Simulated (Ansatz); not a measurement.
Reaction (cleavage of the Si–Si bond): `[AlH2][SiH]([SiH3])[SiH3]` + `[OH][Mg][Cl]` → `[SiH3][O][Mg][Cl]` + `[AlH2][SiH2][SiH3]`

Program: Ansatz. Geometries: PBE0-D4/def2-TZVP. ΔE: electronic, gas phase. CCSD(T)/CBS adds triple-zeta CCSD(T) − MP2 to the extrapolated MP2 energy (def2 sets, frozen cores). DFT in def2-TZVPP. B3LYP here is the variant with VWN-RPA as its local correlation; programs differ in this. For Mg outer-core shells are correlated without core-valence functions, which leaves a few kJ/mol of doubt a bond. One conformer a species, not always the lowest.

| level | ΔE (kJ/mol) | difference from CCSD(T)/CBS |
| --- | --- | --- |
| PBE0-D4 | -83.9 | 19.0 |
| B3LYP-D4 | -100.7 | 2.2 |
| ωB97X-V | -100.5 | 2.4 |
| ωB97M-V | -102.8 | 0.1 |
| B2PLYP | -109.2 | -6.3 |
| PBE | -81.4 | 21.5 |
| r2SCAN | -96.4 | 6.5 |
| PBE0 | -88.5 | 14.4 |
| B3LYP | -108.5 | -5.6 |
| MP2/def2-TZVPP | -105.4 | -2.5 |
| CCSD/def2-TZVPP | -108.5 | -5.6 |
| HF/def2-QZVPP | -138.1 | -35.2 |
| SCS-MP2/def2-QZVPP | -114.1 | -11.2 |
| HF/CBS(def2) | -138.5 | -35.6 |
| MP2/CBS(def2) | -104.5 | -1.6 |
| CCSD/CBS(def2) | -107.6 | -4.7 |
| CCSD(T)/CBS | -102.9 | 0 |

Largest T1 diagnostic among the species: 0.014.

From PBE to PBE0 (25 % exact exchange), in def2-TZVPP and without D4, ΔE moves by −7.1 kJ/mol. The D4 term adds +7.8 kJ/mol with B3LYP and +4.6 kJ/mol with PBE0; it sums over pairs of atoms, weighted by their polarisabilities, and B3LYP, whose exchange is more repulsive, gets the larger term. In def2-TZVPP, CCSD(T) changes the Hartree–Fock value by +31.3 kJ/mol (the triples alone add +4.7 kJ/mol) and MP2 by +29.7 kJ/mol.
